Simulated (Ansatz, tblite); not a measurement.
Spin states of the cluster Cs2I2⁻ (the lowest doublet isomer of a short search), each relaxed with PBE-D4/def2-SVPD in Ansatz. Electronic energies in the gas phase.

In the def2 sets Cs, I take a core potential; there is no spin–orbit coupling. The xTB rows come from tblite. LC-ωPBE has ω = 0.4 bohr⁻¹. HSE06 is defined as in plane-wave codes, on full-range PBE exchange. Correlated methods freeze 8 core orbitals; core or outer-core shells of Cs, I are correlated, in sets that lack core-valence functions. The rows differ in basis, and correlated rows in double-zeta sets carry the largest basis error. In CCSD on the charge -1 doublet the largest single amplitude is 0.56, so its Hartree–Fock determinant may place the open shell otherwise than the density functionals do. HOMO above LUMO, or a gap near zero within one spin, warns that the state may not be the lowest or that an electron is smeared out. The structure comes from a short search, and lower isomers may exist.

Doublet geometry (D2h within 0.1 Å):

```tsv
atom	x (Å)	y (Å)	z (Å)
Cs1	-0.3743	0.3244	2.4241
Cs2	0.3841	-0.3169	-2.4242
I3	-1.7235	2.0827	-0.5439
I4	1.7137	-2.0902	0.5440
```

Quartet geometry (C2v within 0.1 Å):

```xyz
4

Cs   -2.1859    0.9923   -2.6715
Cs    2.2558   -1.1374    2.5529
I    -1.1964   -0.9521    0.6290
I     1.1265    1.0972   -0.5104
```

⟨S²⟩: doublet 0.75 at PBE0-D4/def2-TZVPD (pure 0.75), quartet 3.75 at PBE0-D4/def2-TZVPD (pure 3.75).

Run but left out: HF/def2-SVPD, HF/def2-TZVPD, MP2/def2-SVPD, MP2/def2-TZVPD (doublet: a determinant that CCSD turns far, T1 0.076).

Only these spin states were relaxed. The quartet has other bonds than the doublet, so the gap mixes isomer and spin.

```csv
level,quartet − doublet (kcal/mol),lowest of these,remarks
GFN1-xTB,74.6,doublet,–
GFN2-xTB,105.7,doublet,–
r2SCANh-D4/def2-TZVPD,70.0,doublet,"HOMO above zero (doublet), HOMO above zero (quartet)"
HSE06-D4/def2-TZVPD,68.7,doublet,"HOMO above zero (doublet), HOMO above zero (quartet), gap within one spin near zero (doublet)"
RPA@PBE/def2-TZVPD,65.0,doublet,–
CCSD(T)/def2-SVPD,65.7,doublet,large T1 (0.076) (doublet)
```

Question: Estimate the rows for PBE-D4/def2-TZVPD, r2SCAN-D4/def2-TZVPD, PBE0-D4/def2-TZVPD, LC-ωPBE/def2-TZVPD, ωB97X-V/def2-TZVPD, CCSD/def2-SVPD.

Answer: 
```tsv
level	quartet − doublet (kcal/mol)	lowest of these	remarks
PBE-D4/def2-TZVPD	65.0	doublet	HOMO above zero (doublet), HOMO above zero (quartet), gap within one spin near zero (doublet)
r2SCAN-D4/def2-TZVPD	69.7	doublet	HOMO above zero (doublet), HOMO above zero (quartet), gap within one spin near zero (doublet)
PBE0-D4/def2-TZVPD	67.8	doublet	HOMO above zero (doublet)
LC-ωPBE/def2-TZVPD	72.2	doublet	–
ωB97X-V/def2-TZVPD	72.0	doublet	–
CCSD/def2-SVPD	66.4	doublet	large T1 (0.076) (doublet)
```

The xTB methods have no spin-polarisation term.
